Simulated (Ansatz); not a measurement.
B2FH5OSi (`B[SiH](F)BO`) at its PBE0-D4/def2-TZVP geometry, where that method's forces vanish. Charge 0, multiplicity 1.

```csv
atom,x (Å),y (Å),z (Å)
B1,-1.637,0.076,0.739
Si2,-0.338,0.509,-0.704
F3,-0.917,0.353,-2.199
B4,1.319,-0.661,-0.458
O5,2.061,-0.631,0.668
H6,-1.270,0.235,1.870
H7,-2.729,-0.377,0.574
H8,0.066,1.940,-0.531
H9,1.686,-1.426,-1.305
H10,1.760,-0.019,1.345
```

Task: For each bond, give half the difference of the two atoms' forces along it (eV/Å; positive pushes the atoms apart) under PBE-D4, r2SCAN-D4, B3LYP-D4, ωB97M-V in def2-TZVPP. (An estimate is asked.)

Result: Computed: 
```
  bond  length (Å)  PBE-D4  r2SCAN-D4  B3LYP-D4  ωB97M-V
B1–Si2       1.989   -0.27      -0.07      0.05     0.06
 B1–H6       1.200    0.09      -0.02     -0.10    -0.10
 B1–H7       1.194    0.13       0.01     -0.11    -0.13
Si2–F3       1.611    0.51       0.03      0.21     0.21
Si2–B4       2.042   -0.15      -0.02     -0.02    -0.12
Si2–H8       1.497    0.11       0.01     -0.11    -0.18
 B4–O5       1.349    0.27       0.18      0.17     0.26
 B4–H9       1.200    0.04      -0.04     -0.17    -0.17
O5–H10       0.961    0.39       0.00     -0.02    -0.10
```

B3LYP here is the variant with VWN-RPA as its local correlation; programs differ in this.
